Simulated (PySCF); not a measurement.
Symmetry of computed structures. Computed with PBE0-D3(BJ)/def2-SVP geometry optimisation, gas phase (PySCF 2.14.0). The symmetry is that of the one conformer found, every atom within 0.08 Å of its image; none is proved a minimum here. The geometries of the anions come from a basis without diffuse functions.

Q: dimethylzinc (`[CH3][Zn][CH3]`): symmetry, top, dipole?

A: D3; prolate symmetric top; symmetry number 6; 6 operations, which sort the 9 atoms into 3 sets; dipole forbidden by symmetry (computed 0.01 D).

Q: `Cl[Se-2](Cl)(Cl)(Cl)(Cl)Cl` ([SeCl6]2-): symmetry, top, dipole?

A: Oh; spherical top; symmetry number 24; 48 operations, which sort the 7 atoms into 2 sets; dipole about the centre of mass forbidden by symmetry (computed 0.04 D).

Q: `[Br:1][CH2:2][CH2:3][Br:4]` with Br1–C2–C3–Br4 180°: symmetry, top, dipole?

A: C2h; near-prolate asymmetric top; symmetry number 2; 4 operations, which sort the 8 atoms into 3 sets; dipole forbidden by symmetry (computed 0.00 D); heavy atoms equivalent by symmetry: Br1/Br4, C2/C3.

Q: Point group, rotor type and polarity of `[CH3:1][c:2]1[o:3][c:4]2[cH:5][cH:6][cH:7][cH:8][c:9]2[p:10]1` with H–C1–C2–O3 59° (nearest H)?

A: Cs; asymmetric top; symmetry number 1; 2 operations, which sort the 17 atoms into 16 sets; dipole 1.10 D, in the ab plane, which is the mirror; A, B, C = 2764, 919.5, 692.9 MHz; heavy atoms equivalent by symmetry: none.

Q: What symmetry has `[CH3:1][C:2](=[S:3])[CH:4]=[N:5]` (doublet state) with C1–C2–C4–N5 0°, H–C1–C2–S3 1° (nearest H)?

A: Cs; asymmetric top; symmetry number 1; 2 operations, which sort the 9 atoms into 8 sets; dipole 0.70 D, in the ab plane, which is the mirror; A, B, C = 7902, 2932, 2167 MHz; heavy atoms equivalent by symmetry: none.

Q: zinc hydride isocyanide, `[C-]#[N+][ZnH]`: symmetry, top, dipole?

A: C∞v; linear; symmetry number 1; dipole 3.88 D, along the axis.
